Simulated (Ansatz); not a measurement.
Reaction (ligand exchange at the Si–O bond): `[SiH3][O][Sn][O][SiH3]` + `O[Si](O)(O)F` → `O[Si](O)(F)O[SiH3]` + `[OH][Sn][O][SiH3]`

Calculated with Ansatz (gas phase, PBE0-D4/def2-TZVP geometries, no zero-point term in ΔE). CBS: MP2 limit from def2 TZ/QZ plus the TZ coupled-cluster correction, frozen cores. Functionals use def2-TZVPP. Elements past krypton have def2 core potentials. For Sn outer-core shells are correlated without core-valence functions, which leaves a few kJ/mol of doubt a bond. One conformer a species, not always the lowest.

| level | ΔE (kJ/mol) |
| --- | --- |
| BHLYP | -2.7 |
| SCS-MP2/def2-QZVPP | -0.4 |

(1) What does CCSD(T)/CBS give? (Best estimate.)

Largest T1 diagnostic among the species: 0.016.

Results:

(1) Ansatz gave: +0.1 kJ/mol. The listed levels differ from it by -2.8, -0.5 kJ/mol.

At CCSD(T), def2-SVP lies +4.9 kJ/mol from the extrapolated value and def2-TZVPP +0.2 kJ/mol. The D4 term adds +4.0 kJ/mol with B3LYP and +2.3 kJ/mol with PBE0; it sums over pairs of atoms, weighted by their polarisabilities, and B3LYP, whose exchange is more repulsive, gets the larger term.

B3LYP here is the variant with VWN-RPA as its local correlation; programs differ in this.
